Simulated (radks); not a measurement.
Isoelectronic series with 47 electrons, all held in the configuration [Kr] 4d10 5s1, which need not be the ground one along the series. Calculated with a radial shooting solver on a logarithmic mesh with Libxc functionals: Dirac Kohn-Sham, PBEsol, spin-unpolarised, spherical densities, finite nucleus; Fermi nuclear charge, rms radius of each element as measured or else 0.836 A^(1/3) + 0.57 fm. Total energies (hartree) and orbital eigenvalues (Ry):

| ion | E (hartree) | 5s1/2 | 4d5/2 | 4d3/2 | 4p3/2 |
|---|---|---|---|---|---|
| Ag | -5314.59831 | -0.32502 | -0.53175 | -0.57276 | -4.18203 |
| Cd+ | -5592.96220 | -0.96111 | -1.48753 | -1.53946 | -5.43263 |
| In2+ | -5879.48823 | -1.74040 | -2.65898 | -2.72331 | -6.90959 |
| Sn3+ | -6174.18104 | -2.64247 | -4.01430 | -4.09259 | -8.57682 |
| Sb4+ | -6477.06493 | -3.65697 | -5.53673 | -5.63063 | -10.41547 |
| Te5+ | -6788.16709 | -4.77773 | -7.21603 | -7.32732 | -12.41432 |
| I6+ | -7107.53068 | -6.00073 | -9.04543 | -9.17598 | -14.56607 |
| Xe7+ | -7435.18955 | -7.32323 | -11.02014 | -11.17196 | -16.86576 |
| Cs8+ | -7771.1923 | -8.74329 | -13.13667 | -13.31189 | -19.30980 |
| Ba9+ | -8115.5829 | -10.25952 | -15.39236 | -15.59323 | -21.89559 |
| La10+ | -8468.4159 | -11.87092 | -17.78513 | -18.01404 | -24.62113 |
| Ce11+ | -8829.7421 | -13.57675 | -20.31335 | -20.57283 | -27.48490 |
| Pr12+ | -9199.6194 | -15.37652 | -22.97568 | -23.26840 | -30.48573 |
| Nd13+ | -9578.1048 | -17.26990 | -25.77103 | -26.09980 | -33.62267 |
| Pm14+ | -9965.2542 | -19.25668 | -28.69850 | -29.06627 | -36.89500 |
| Sm15+ | -10361.1200 | -21.33677 | -31.75733 | -32.16723 | -40.30216 |
| Eu16+ | -10765.8058 | -23.51024 | -34.94687 | -35.40216 | -43.84367 |
| Gd17+ | -11179.3569 | -25.77716 | -38.26658 | -38.77070 | -47.51920 |
| Tb18+ | -11601.8955 | -28.13778 | -41.71599 | -42.27253 | -51.32847 |
| Dy19+ | -12033.3674 | -30.59212 | -45.29473 | -45.90746 | -55.27133 |
